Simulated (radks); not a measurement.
Valence configurations of the hafnium ion Hf2+ (all share [Xe]). All-electron calculation, Dirac Kohn-Sham, LDA (Slater exchange, Perdew-Wang correlation), spin-unpolarised, spherical densities, finite nucleus; open shells fill j = l - 1/2 first; Fermi nuclear charge, rms radius 5.347 fm. Program: a radial shooting solver on a logarithmic mesh with Libxc functionals. Energies are relative to 4f14 5d2; eigenvalues in eV.

valence           E (eV)  e(4f5/2)  e(4f7/2)  e(5d3/2)  e(6p1/2)  e(6s1/2)
4f14 5d2           0.000   -32.917   -31.168   -17.213         -         -
4f13 5d3          17.073   -40.956   -39.126   -18.824         -         -
4f12 5d3 6p1      48.298   -53.924   -52.009   -23.491   -15.228         -
4f14 6p2          11.507   -41.197   -39.443         -   -15.763         -
4f14 5d1 6p1       5.053   -36.966   -35.215   -20.078   -14.373         -
4f13 5d2 6p1      23.327   -45.160   -43.328   -21.808   -14.835         -
4f14 5d1.5 6s0.5  -0.159   -34.338   -32.589   -18.178         -   -18.328
4f14 5d1 6s1      -0.142   -35.813   -34.063   -19.166         -   -18.940
4f12 5d4          40.814   -49.565   -47.652   -20.373         -         -
4f12.5 5d3.5      28.071   -45.194   -43.322   -19.605         -         -

NIST lists [Xe] 4f14 5d2 as the ground configuration; this level of theory puts 4f14 5d1.5 6s0.5 lower, by 0.159 eV. The energies are those of spherical spin-averaged densities, not of single terms.
